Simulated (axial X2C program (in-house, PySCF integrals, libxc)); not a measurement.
# Nuclear properties of RuF⁻

Calculated with an in-house all-electron X2C program for linear molecules (integrals from PySCF): two-component X2C with atomic mean-field Coulomb and Gaunt terms, Gaussian nuclei, basis Ru dyall-acv3z, F dyall-av3z with contracted cores.

R = 1.998 Å (near the PBE0 minimum at charge -1 of the determinant lowest at the starting distance; the state shown can have its own minimum elsewhere).

Determinant lowest in the PBE0 search, Ω = 4 (⟨Sz⟩ = 1.99, ⟨Lz⟩ = 2.01 at PBE0), spin on the atoms Ru 1.94, F 0.04:

```csv
level,Eeff magnitude (GV/cm),Ws magnitude Ru (kHz),A∥/gI Ru (MHz),qzz Ru (a.u.),A∥/gI F (MHz),qzz F (a.u.)
PBE0,2.64,0.419,269,-1.00,13.2,0.57
HF,4.41,0.671,171,-0.85,14.1,0.47
PBE,2.42,0.391,330,-0.64,11,0.53
LDA,2.44,0.404,362,-0.37,7.48,0.54
B3LYP,2.64,0.423,286,-0.76,13.4,0.56
```

Determinant 0.39 eV from it at PBE0 and this distance, Ω = 2 (⟨Sz⟩ = 1.99, ⟨Lz⟩ = 0.01 at PBE0), spin on the atoms Ru 1.95, F 0.04:

```csv
level,Eeff magnitude (GV/cm),Ws magnitude Ru (kHz),A∥/gI Ru (MHz),qzz Ru (a.u.),A∥/gI F (MHz),qzz F (a.u.)
PBE0,1.7,0.607,769,3.08,23.4,0.57
HF,0.793,0.389,319,2.39,21.4,0.41
PBE,1.53,0.561,874,3.30,21.2,0.60
LDA,1.8,0.636,966,3.41,17.2,0.59
B3LYP,1.86,0.649,817,3.18,24.6,0.56
```

Eeff is the effective electric field on the electron electric dipole moment in this Ω state and Ws the scalar–pseudoscalar constant of the nucleus named (defined with the proton number Z and per Ω); A∥ (defined per Ω) follows by multiplying with gI = μI/(I μN); qzz is the electric field gradient, eQq0 = 234.96 MHz × Q/barn × qzz. The operators were transformed with the bare-nucleus X2C matrices; with these basis sets, hyperfine constants and field gradients can be off by tens of per cent, and where levels differ in sign neither size nor sign is settled.

Task: With gI(19F) = 5.2577 (g factors from the IAEA table of nuclear moments by Stone), turn the PBE0 values of the first state into constants in MHz.

Result: A∥(19F) = 13.2 × 5.2577 = 69.4 MHz.

Each state is one determinant with collinear spin, which with several unpaired electrons need not be a pure state. Unrestricted Hartree–Fock can overshoot spin polarisation at the nuclei. For an anion, determinants above electron detachment, or with a positive highest level, are held by the basis set. With several open shells hyperfine constants can be off by a factor of several. Where Eeff spreads by more than a factor of two the levels disagree and none is to be relied on. Open-shell Ω = 0 determinants with evenly filled partner blocks cannot be reached by this program, so the Ω shown need not be the lowest component. States lie within half an eV, so the first need not be the ground state. Further determinants of the search, some of them spin-mixed, are not shown. Where a field gradient or hyperfine factor spreads by more than a factor of two over the levels, a constant derived from it is not to be relied on. PBE0 term energies can be off by some tenths of an eV.
